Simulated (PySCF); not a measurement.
Start geometry of `N#CC1=CC=C(Cl)[P@@H]1=O` from GFN2-xTB (Å):
```
atom  x, y, z in Å
N1     3.5114    0.3940   -0.1959
C2     2.3658    0.3373   -0.1505
C3     0.9743    0.2432   -0.0938
C4     0.0800    1.1110   -0.6222
C5    -1.3111    0.7743   -0.4411
C6    -1.5140   -0.3689    0.2386
Cl7   -2.9913   -1.0857    0.6387
P8     0.0829   -1.1435    0.6897
O9     0.3316   -1.4882    2.0825
H10    0.3672    2.0126   -1.1416
H11   -2.0944    1.4111   -0.8170
H12    0.1988   -2.1981   -0.2134
```

Q: What comes out of this run: PBE0/def2-SV(P) geometry optimisation, gas phase in PySCF 2.14.0?

A: 
```
atom  x, y, z in Å
N1     2.9358   -0.1307    0.0146
C2     1.7768   -0.1956    0.0506
C3     0.3698   -0.3102    0.1029
C4    -0.5318    0.5322   -0.4623
C5    -1.9429    0.1963   -0.2664
C6    -2.1422   -0.9240    0.4566
Cl7   -3.6322   -1.6117    0.8928
P8    -0.5323   -1.6767    0.9261
O9    -0.2588   -2.0397    2.3405
H10   -0.2386    1.4161   -1.0369
H11   -2.7470    0.8144   -0.6745
H12   -0.4194   -2.7351   -0.0290
```

The energy falls by 0.096 eV over 4 energy and gradient evaluations, the largest force component goes from 0.0392 to 4.3e-04 Eh/bohr, and the atoms move by 0.041 Å rms after alignment. The bond that changes most is P8–H12 (phosphoryl phosphorus to P–H hydrogen), which lengthens by 0.037 Å. Bonds longer at the end by more than 0.005 Å: 10 of 12; shorter: 0. Among the angles that change most is C3–P8–H12, from 104.8° to 102.3°. Rotational constants go from 2758, 774.7, 622.2 to 2715, 760.4, 609.5 MHz. The orientation of the end geometry is arbitrary; only internal coordinates are fixed.

The run used 140 basis functions and 34 SCF cycles in all.

Whether it is a minimum is left open (no frequencies).
